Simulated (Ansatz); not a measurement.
Basis sets compared for Sr₅S₄. Charge 0, multiplicity 1. Geometry PBE0-D4/def2-SVP. Ansatz on 4 threads of Arm Neoverse V2 on a shared host; times are rough, and most runs start from earlier orbitals.

```xyz
9

Sr   -2.5668    0.7120   -1.1585
Sr    0.1243   -2.0575   -1.1725
Sr    1.1573    1.7274   -1.1456
Sr   -0.4748    0.1177    2.0895
Sr    3.3041   -0.9418    2.8833
S     1.9271   -0.5268    0.4408
S    -1.0088    2.3816    0.4696
S    -2.0788   -1.5392    0.4413
S    -0.3836    0.1266   -2.8479
```

In the def2 sets Sr takes a core potential; there is no spin–orbit coupling. The restricted singlet is unstable towards broken spin symmetry in Hartree–Fock (as tested in another run); at PBE-D4/def2-SVP, PBE-D4/def2-TZVP, PBE0-D4/def2-SVP, PBE0-D4/def2-TZVP this wasn't settled. The structure comes from a short search, and lower isomers may exist.

Binding counts from free atoms (Sr singlet, S triplet) in the same basis, without a counterpoise term.

```json
{"level": "PBE-D4/def2-SVP", "functions": "187", "energy (Eh)": "-1745.7024", "HOMO (eV)": "-2.83", "LUMO (eV)": "-1.78", "binding per atom (eV)": "3.43", "wall time": "6.5 s"}
{"level": "PBE0-D4/def2-SVP", "functions": "187", "energy (Eh)": "-1745.8125", "HOMO (eV)": "-3.25", "LUMO (eV)": "-1.28", "binding per atom (eV)": "3.39", "wall time": "12 s"}
```

(1) Estimate the rows for PBE-D4/def2-TZVP (with forces), PBE0-D4/def2-TZVP.

Results:

(1) 
| level | functions | energy (Eh) | HOMO (eV) | LUMO (eV) | binding per atom (eV) | wall time |
| --- | --- | --- | --- | --- | --- | --- |
| PBE-D4/def2-TZVP (with forces) | 313 | -1746.2794 | -2.83 | -1.76 | 3.34 | 11 s |
| PBE0-D4/def2-TZVP | 313 | -1746.3791 | -3.24 | -1.27 | 3.31 | 22 s |
